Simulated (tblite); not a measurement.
Compound: C₅H₈N₂Si.
Cartesian coordinates in Å at the GFN2-xTB level; atoms count from 1:
```
atom  x, y, z in Å
C1    -1.3945    1.3878    1.4906
C2    -1.5292    0.4139    0.8062
C3    -1.5879   -0.8197    0.0344
N4    -0.3125   -1.5007   -0.1094
C5     0.5990   -0.9381   -1.0908
Si6    1.3107    0.8285   -0.8077
C7     1.8071    0.8966    0.9901
N8     2.1145    0.9070    2.0940
H9    -1.3073    2.2504    2.0817
H10   -2.2753   -1.5113    0.5368
H11   -1.9797   -0.6139   -0.9677
H12    0.1428   -1.5749    0.7956
H13    0.0856   -0.9633   -2.0579
H14    1.4326   -1.6434   -1.1692
H15    0.3508    1.9044   -1.0423
H16    2.5354    0.9855   -1.5957
```

Method: GFN2-xTB as coded in tblite; computed harmonic values from a numerical Hessian at the method's own geometry, unscaled. Errors from tens to a few hundred cm⁻¹ against measured bands are possible. Modes of hydrogen on silicon can be 10 to 20 % off. One conformer, not necessarily the lowest.

Harmonic wavenumbers (cm⁻¹): 43.0, 53.0, 89.4, 110.0, 170.7, 257.1, 270.2, 287.0, 354.9, 377.3, 482.7, 515.1, 556.4, 606.4, 637.6, 642.0, 668.6, 727.4, 765.1, 783.7, 819.8, 930.9, 969.9, 1032.9, 1124.3, 1172.7, 1266.1, 1272.2, 1295.3, 1404.7, 1436.0, 1465.0, 2256.7, 2274.6, 2292.2, 2350.3, 2915.0, 2926.8, 2936.9, 2940.5, 3363.8, 3391.5.

A = 1987, B = 1505, C = 1098 MHz; mass 124.046 u (most abundant isotopes); point group C1, symmetry number 1.

**Question.** Zero-point energy?

**Answer.** ½Σν̃ = 25118 cm⁻¹ = 71.82 kcal/mol.

**Question.** Give the ideal-gas entropy at 273.15 K and 1 bar in the rigid-rotor, harmonic-oscillator model (classical rotation).

**Answer.** Translation 39.95, rotation 28.71, vibration 28.45: S = 97.1 cal/(mol K).

**Question.** And Cp and H(273.15 K) − H(0)?

**Answer.** Cp = 36.40 cal/(mol K), of which vibrations give 28.45 (their classical limit is 42 R = 83.5); H(273.15 K) − H(0) = 6.19 kcal/mol without the zero-point energy, 4.02 from vibrations.

**Question.** Which modes carry the vibrational entropy at 273.15 K?

**Answer.** 43.0 cm⁻¹: 4.94; 53.0 cm⁻¹: 4.53; 89.4 cm⁻¹: 3.50; 110.0 cm⁻¹: 3.10; 170.7 cm⁻¹: 2.26; 257.1 cm⁻¹: 1.53 cal/(mol K); the other 36 give 8.58 together.

**Question.** What must be added to the electronic energy to get the Gibbs energy at 273.15 K and 1 bar?

**Answer.** ZPE + [H(273.15 K) − H(0)] − T·S = 71.82 + 6.19 − 26.53 = 51.48 kcal/mol.

**Question.** How do the functions run with temperature in this model?

**Answer.** 
```tsv
T (K)	S (cal/(mol K))	Cp (cal/(mol K))	H − H(0) (kcal/mol)	G − H(0) (kcal/mol)	ln q(vib)
100	70.5	19.1	1.36	-5.69	2.12
200	86.9	29.3	3.78	-13.60	4.92
300	100.6	38.8	7.20	-22.99	7.64
500	124.0	52.8	16.47	-45.53	12.86
800	151.9	65.6	34.40	-87.09	19.93
1000	167.2	71.3	48.12	-119.03	24.16
```

q(vib) and H(0) count from the zero-point level.

**Question.** Blend soft modes into free rotors: weight 1/[1 + (100 cm⁻¹/ν̃)⁴] for the oscillator and the rest for a rotor with moment μB/(μ + B), μ = h/(8π²ν), B = 10⁻⁴⁴ kg m². What vibrational entropy results?

**Answer.** 25.58 cal/(mol K) in place of 28.45, which changes −T·S at 273.15 K by +0.78 kcal/mol.

Hindered rotation and anharmonicity are outside this model. Other conformers, if any are populated, would add a mixing term that is left out. The structure is chiral; the term R ln 2 for an equal mix with its mirror image is left out.

Hardware: an Arm Neoverse V2 with one thread, no GPU, shared host with 32 logical CPUs at a one-minute load of 24. Cost: 0.45 s of wall time. This covers the Hessian and the dipole derivatives.
